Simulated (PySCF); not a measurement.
J couplings in C7H7NO

Geometry:
| atom | x (Å) | y (Å) | z (Å) |
| --- | --- | --- | --- |
| C1 | -2.600 | -0.010 | 0.559 |
| C2 | -1.493 | -0.677 | -0.215 |
| O3 | -1.697 | -1.665 | -0.884 |
| C4 | -0.116 | -0.095 | -0.141 |
| C5 | 0.906 | -0.698 | -0.882 |
| C6 | 2.186 | -0.168 | -0.818 |
| C7 | 2.398 | 0.952 | -0.010 |
| N8 | 1.439 | 1.538 | 0.701 |
| C9 | 0.214 | 1.024 | 0.634 |
| H10 | -2.389 | -0.039 | 1.640 |
| H11 | -3.540 | -0.537 | 0.357 |
| H12 | -2.700 | 1.049 | 0.274 |
| H13 | 0.660 | -1.572 | -1.491 |
| H14 | 3.012 | -0.607 | -1.380 |
| H15 | 3.398 | 1.396 | 0.064 |
| H16 | -0.550 | 1.531 | 1.233 |

Indirect spin–spin couplings were computed at B3LYP/pcJ-1 (without the spin–dipole term) (PySCF 2.14.0 with density-fitted response routines) on a PBE0-D3(BJ)/def2-SVP structure, for the isolated molecule, without vibrational or relativistic corrections. Couplings are averaged over pairs made equivalent by symmetry, fast rotation or ring inversion, so a value needn't be that of the named pair in this geometry, while other rotamers aren't included; one pair stands for each set, and the list holds a selection of those of at least 0.8 Hz over up to four bonds, among pairs with at least one H atom (others weren't computed).

Isotopes: 13C, 1H, 15N, 17O. Couplings to quadrupolar nuclei such as 17O and 33S are rarely resolved in practice.

| pair | bonds | J (Hz) |
| --- | --- | --- |
| C1, H10 | 1 | 134.9 |
| C5, H13 | 1 | 175.6 |
| C6, H14 | 1 | 172.1 |
| C7, H15 | 1 | 187.6 |
| C9, H16 | 1 | 185.1 |
| C2, H10 | 2 | -5.5 |
| C4, H16 | 2 | ? |
| C5, H14 | 2 | ? |
| C6, H13 | 2 | ? |
| C6, H15 | 2 | 9.7 |
| C7, H14 | 2 | 4.3 |
| N8, H15 | 2 | ? |
| N8, H16 | 2 | ? |
| H10, H11 | 2 | -15.8 |
| C2, H13 | 3 | 4.1 |
| C2, H16 | 3 | 2.3 |
| O3, H10 | 3 | -2.1 |
| C4, H10 | 3 | 1.1 |
| C5, H16 | 3 | 5.8 |
| C7, H13 | 3 | 7.7 |
| C7, H16 | 3 | 12.0 |
| C9, H13 | 3 | ? |
| C9, H15 | 3 | ? |
| C4, H15 | 4 | -1.7 |
| C6, H16 | 4 | ? |
| H15, H16 | 4 | -0.9 |

Q: Estimate the withheld couplings, with signs.

A: 
- 2J(C4,H16) = 8.9 Hz (angle at C9 121°)
- 2J(C5,H14) = 1.8 Hz (angle at C6 121°)
- 2J(C6,H13) = 1.7 Hz (angle at C5 123°)
- 2J(N8,H15) = -13.0 Hz (angle at C7 116°)
- 2J(N8,H16) = -12.3 Hz (angle at C9 116°)
- 3J(C9,H13) = 5.6 Hz (dihedral angle 180°)
- 3J(C9,H15) = 12.7 Hz (dihedral angle 180°)
- 4J(C6,H16) = -1.8 Hz
